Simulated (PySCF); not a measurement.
**Correlation energy of Pt+ (platinum, charge +1)**

Starting occupation: [Xe] 4f14 5d9, 5d3/2 with m_j = -3/2, -1/2, +1/2, +3/2, 5d5/2 with m_j = -3/2, -1/2, +1/2, +3/2, +5/2. Calculation: PySCF 2.14, in x2c-TZVPall-2c with one added diffuse shell each of s, p, d type (12s12p11d2f, 117 functions); X2C-1e with screened-nucleus spin-orbit coupling, Gaussian nucleus. Frozen: [Kr] 4d10 4f14; 17 electrons correlated; the 34 highest virtual spinors left out.

MP2 pair energies summed by pair of shells (mhartree):

| pair | energy | share (%) |
| --- | --- | --- |
| 5d-5d | -188.31 | 53.4 |
| 5d-5p | -100.25 | 28.4 |
| 5p-5p | -31.90 | 9.0 |
| 5d-5s | -15.33 | 4.3 |
| 5p-5s | -14.30 | 4.1 |
| 5s-5s | -2.70 | 0.8 |

Total MP2 correlation energy: -352.77 mhartree.

The GHF reference relaxed away from the jj start to a determinant that is no pure jj level (⟨S²⟩ = 1.23, ⟨J²⟩ = 10.50); the energies belong to that determinant.

This basis was not built for core-valence correlation, so the inner-shell part is incomplete.
